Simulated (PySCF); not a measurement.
# Effect of structural changes

The calculation used TDDFT B3LYP/def2-SVPD circular dichroism and optical rotation, one conformer, gas phase (PySCF). Geometry: GFN2-xTB.

Each molecule in one low-energy conformer. The parent is N#C[C@@H]1C[C@H]1[GeH2][Br].

The molecule is flexible and this is one conformer; a measurement averages over conformers. The calculation is non-relativistic, which matters for the atoms heavier than Zn.

Problem. How does the specific rotation at 589.3 nm (origin-invariant length gauge) change along this series?
- N#C[C@@H]1C[C@H]1[GeH2][Br] (base)
- N#C[C@@H]1C[C@@H]1[GeH2][Br] (diastereomer)

Solution. 
```tsv
molecule	[α]589 (deg dm⁻¹ (g/mL)⁻¹)	S1 (eV)	R(S1), velocity form (10⁻⁴⁰ esu² cm²)
N#C[C@@H]1C[C@H]1[GeH2][Br]	-141.0	6.17	+0.1
N#C[C@@H]1C[C@@H]1[GeH2][Br]	+149.4	6.06	-1.8
```
The specific rotation at 589.3 nm (origin-invariant length gauge) is lowest for N#C[C@@H]1C[C@H]1[GeH2][Br] and highest for N#C[C@@H]1C[C@@H]1[GeH2][Br].
